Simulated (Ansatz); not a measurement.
Program: Ansatz. Geometries: PBE0-D4/def2-TZVP. ΔE: electronic, gas phase. CCSD(T)/CBS is the MP2 limit (def2-TZVPP, def2-QZVPP) plus CCSD(T) − MP2 in def2-TZVPP, frozen cores. DFT in def2-TZVPP. B3LYP here is the variant with VWN-RPA as its local correlation; programs differ in this. One conformer a species, not always the lowest.

`FC(Cl)C[SiH3]` + `FC1[SiH2]S1` → `[SiH3]C1[SiH2]S1` + `FCC(F)Cl`  (formal exchange of groups at the Si–C bond)

**Question.** Is it downhill or uphill in electronic energy at CCSD(T)/CBS, and by how much? (Best estimate.)

**Answer.** Ansatz gave: Downhill: ΔE = -6.4 kcal/mol.

**Question.** What do these levels give: r2SCAN-D4, PBE0-D4, B3LYP-D4, ωB97M-V, B2PLYP, r2SCAN, PBE0, MP2/def2-TZVPP, CCSD/def2-TZVPP, MP2/def2-QZVPP, SCS-MP2/def2-QZVPP, CCSD/CBS(def2)? (Best estimate.)

**Answer.** The calculation gave: r2SCAN-D4 -4.2, PBE0-D4 -5.0, B3LYP-D4 -4.9, ωB97M-V -5.2, B2PLYP -5.4, r2SCAN -4.1, PBE0 -4.6, MP2/def2-TZVPP -7.2, CCSD/def2-TZVPP -6.7, MP2/def2-QZVPP -7.2, SCS-MP2/def2-QZVPP -7.2, CCSD/CBS(def2) -6.7 kcal/mol.

Largest T1 diagnostic among the species: 0.014.

In def2-TZVPP, CCSD(T) changes the Hartree–Fock value by +1.8 kcal/mol (the triples alone add +0.3 kcal/mol) and MP2 by +0.9 kcal/mol. From PBE to PBE0 (25 % exact exchange), in def2-TZVPP and without D4, ΔE moves by −1.7 kcal/mol.
